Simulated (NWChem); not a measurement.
# C₂Cl₃ cation

```xyz
5

Cl    -0.6216    -2.3308     0.0000
C     -0.2442    -0.8145     0.0000
C      0.0726     0.4587     0.0000
Cl     1.7092     0.8803     0.0000
Cl    -1.1768     1.5970     0.0000
```
Atoms are numbered in this order, from 1.

Computed with NWChem. Geometry: optimised at PBE0/def2-SVP. Level: M05-2X/def2-SVP with SMD (1 M gas to 1 M solution), gas-phase geometry. Reactions with the solvent are ignored.

Task: Order these by “solvation free energy (kcal/mol)”, lowest first: 1,4-dioxane; acetone; toluene; water; anisole.

Result: acetone (-52.4), water (-50.0), anisole (-42.3), toluene (-33.0), 1,4-dioxane (-30.0)
